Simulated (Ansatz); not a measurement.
Correlation energies of C$_{2}$H$_{4}$NSi, SMILES `C[SiH]C#N` radical by basis set

```tsv
atom	x (Å)	y (Å)	z (Å)
C1	0.736	0.390	-0.846
Si2	0.286	-0.486	0.736
C3	-1.525	-0.790	0.806
N4	-2.648	-1.059	0.829
H5	0.414	-0.191	-1.711
H6	1.816	0.534	-0.905
H7	0.251	1.370	-0.887
H8	0.670	0.232	1.977
```

Total charge 0; spin multiplicity 2. All single points use the PBE0-D4/def2-TZVP geometry. Frozen core, unrestricted reference, Ansatz. CBS rows extrapolate triple and quadruple zeta.

```tsv
basis	HF (Eh)	MP2 corr.
def2-SVP	-421.22521	-0.49407
def2-TZVPP	-421.48273	-0.60540
def2-QZVPP	-421.49707	-0.64613
cc-pV(D+d)Z	-421.43417	-0.49548
cc-pV(T+d)Z	-421.48326	-0.60678
cc-pV(Q+d)Z	-421.49535	-0.64706
```

Problem. Estimate the CCSD correlation energy and the (T) correction in each basis where they were run (hartree).

Solution. 
```csv
basis,CCSD corr.,(T)
def2-SVP,-0.53346,-0.01973
def2-TZVPP,-0.63845,-0.03015
def2-QZVPP,-0.67175,-0.03309
CBS(def2),-0.69642,-0.03527
cc-pV(D+d)Z,-0.53605,-0.01982
cc-pV(T+d)Z,-0.63938,-0.03030
cc-pV(Q+d)Z,-0.67258,-0.03310
CBS(cc),-0.69621,-0.03510
```
